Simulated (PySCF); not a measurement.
Computed properties of Zn(F)(OH) (FHOZn), SMILES [F][Zn][OH]

Zn(F)(OH) (FHOZn), SMILES [OH][Zn][F]. Coordinates come from a ωB97X-D3(BJ)/def2-TZVP optimisation. One conformer was computed; it need not be the lowest. All values are computed for the isolated molecule unless a solvent is named; none is compared with measurement here.

**Structure.** The optimised structure has Cs symmetry. All 6 harmonic modes at ωB97X-D3(BJ)/def2-TZVP (PySCF) are real, so it is a minimum. With heavy atoms numbered as in [Zn:1]([F:2])[OH:3], the shortest bond between them is Zn1–F2 at 1.744 Å and the longest Zn1–O3 at 1.763 Å.

**Vibrations.** The strongest infrared lines (harmonic, unscaled, degenerate partners summed) lie at 752 cm⁻¹ (176 km/mol, O 37 %, Zn 24 %, F 20 %, H 18 %), 3915 cm⁻¹ (59 km/mol, H 94 %), 165 cm⁻¹ (31 km/mol, Zn 35 %, F 32 %, O 28 %). The softest mode is at 165 cm⁻¹ and the zero-point energy is 9.2 kcal/mol.

**Electronic structure.** PBE0/def2-TZVPD (PySCF) places the frontier levels at -8.86 and -1.59 eV, a gap of 7.27 eV, and gives a dipole moment of 1.92 D and a mean polarisability of 26.5 bohr³.

**Excitations.** TDDFT-M06-2X/def2-SVPD (PySCF) has S1 at 5.90 eV (210 nm, f = 0.026, weak); the most intense of the 10 singlets computed lies at 8.89 eV (f = 0.08). T1 (TDA) is at 5.57 eV. No vertical singlet excitation falls in the visible range (under 3.1 eV).

**NMR.** GIAO shifts at HF/pcSseg-2 (PySCF) (non-relativistic, atoms alike by connectivity averaged): ¹H at 0.3 ppm against TMS; ¹⁹F at -251.8 ppm against CFCl3.
